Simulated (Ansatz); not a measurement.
A made-up structure of CH4SeSi, closed shell:

```xyz
7
angstrom
Si -0.6201 0.4930 -0.1694
C 0.8049 -0.6910 0.0905
Se 1.6774 -0.8588 1.6027
H 1.4618 -1.5074 0.2504
H -0.2899 1.3991 -1.3036
H -0.8601 1.2675 1.0687
H 1.1180 -1.3204 -0.7446
```

It is relaxed with PBE-D4/def2-SVP and then PBE0-D4/def2-TZVP (Ansatz 0.2.0). Atoms count as bonded within 1.22 times the sum of their covalent radii (H–H: 0.88 Å). The end point is not checked to be a true minimum.

Does its bonding change? (Judge from chemistry; the calculation decides.)

The calculation gives: Yes. Formed: none; broken: C2–H4.

Where it ends: The first stage lowers the energy by 3.74 eV in 25 steps. It ends as CH₄SeSi ([SiH2][CH][SeH]):
```xyz
7
angstrom
Si -0.2901 0.7869 -0.2630
C 0.9138 -0.4172 -0.1332
Se 1.4938 -1.0678 1.5480
H 1.3005 -2.5026 1.2671
H -0.5718 1.4674 -1.5456
H -1.0073 1.2973 0.9219
H 1.4529 -0.7821 -1.0006
```

Labels in which every atom is bracketed show which atoms are joined, not bond orders.

For scale, one of the runs: PBE0-D4/def2-TZVP relaxation, 140 basis functions, launched by `ansatz run in.yaml --threads 2 --pin off --events-out ev --progress --plain --max-ram 4352MiB`. Hardware: 2 CPU threads of an Arm Neoverse V2, shared host. Wall time about 34 s.
